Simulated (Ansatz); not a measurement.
C3H8SSi (`C1CSC[SiH2]1`), relaxed with RKS PBE0-D4/def2-TZVP in Ansatz from a PBE-D4/def2-SVP geometry. The force threshold is 0.005 eV/Å; the program also tests the step.

Total charge 0; spin multiplicity 1.

Start:

```xyz
13

C     0.146    1.053   -0.728
C     1.437    0.424   -0.184
S     1.149   -0.259    1.501
C    -0.390   -1.174    1.090
Si   -1.263   -0.154   -0.278
H    -0.046    2.021   -0.219
H     0.212    1.251   -1.818
H     2.265    1.156   -0.076
H     1.801   -0.387   -0.852
H    -0.162   -2.209    0.755
H    -0.997   -1.242    2.015
H    -1.664   -1.033   -1.435
H    -2.490    0.553    0.230
```

Problem. How much energy does the relaxation release, and in how many steps? (An estimate is asked.)

Solution. Computed: 1.53 kcal/mol, in 10 steps.

Problem. Which bonds change most? (An estimate is asked.)

Solution. Computed: C2–S3 from 1.841 to 1.813 Å; S3–C4 from 1.837 to 1.809 Å; C4–Si5 from 1.917 to 1.891 Å; C1–Si5 from 1.909 to 1.887 Å.

Problem. Give the relaxed structure. (An estimate is asked.)

Solution. Ansatz gave: 
```xyz
13

C     0.148    1.024   -0.750
C     1.423    0.433   -0.152
S     1.091   -0.229    1.503
C    -0.381   -1.182    1.056
Si   -1.254   -0.139   -0.257
H    -0.043    2.009   -0.317
H     0.235    1.148   -1.833
H     2.216    1.174   -0.031
H     1.816   -0.370   -0.783
H    -0.107   -2.174    0.689
H    -0.987   -1.306    1.954
H    -1.737   -0.979   -1.389
H    -2.420    0.591    0.310
```
